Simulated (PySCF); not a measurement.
# Structure from NMR data

The spectra below were simulated for a compound C$_{4}$H$_{5}$FSi$_{2}$.

¹H NMR (400 MHz, computed): δ 8.07 (m, 1H), 7.73 (m, 1H), 5.05 (m, 1H), 5.01 (m, 1H), 2.26 (s, 1H).

¹³C{¹H} NMR (computed): δ 181.5, 171.6, 105.3, 87.7.

Computed data (PySCF 2.14.0 with density-fitted response routines): geometry from GFN2-xTB, σ from GIAO-PBE0/pcSseg-1. Relativity neglected, no solvent model, one computed conformer.

References, each an isolated molecule treated in the same way: TMS for ¹H and ¹³C.

What is the structure?

Answers


The formula gives 4 degrees of unsaturation (1 ring in the answer). 4 carbon signals for 4 carbons: no two carbons are equivalent. Carbon types of the structure: 1 × C, 3 × CH, leaving 2 H on heteroatoms. δC 181.5, 171.6: alkene CH. δC 105.3: terminal alkyne carbon. δC 87.7: alkyne carbon; sp carbons lie upfield of alkene carbons because the cylindrical π system leaves one tensor component strongly shielded. δH 8.07, 7.73: hydrogen on an alkene CH. δH 5.05, 5.01: hydrogen on a silicon bonded to C, Si, in a 4-membered ring. δH 2.26: hydrogen on a terminal alkyne carbon; it lies on the axis of the triple bond, in its shielding cone.

The compound is `C#C[Si@]1(F)C=C[SiH2]1`.

This is the structure that produced the data.

Splittings by ¹⁹F in the carbon and heteronuclear signals aren't shown, as no couplings were computed. Shifts are as computed. Against solution values, carbons near 30 ppm lie about +3 ppm off and those near 130 ppm about +5 ppm. Of 1309 compounds with measured shifts, 239 miss one by over three times the rms of a fit or turn the order of signals round; such compounds aren't used in these exercises. No couplings were computed; multiplicities are counted from neighbouring protons, with m where these are inequivalent, close in shift, in a saturated or five-membered ring or joined by F or P, and br s for small geminal =CH2 splittings.
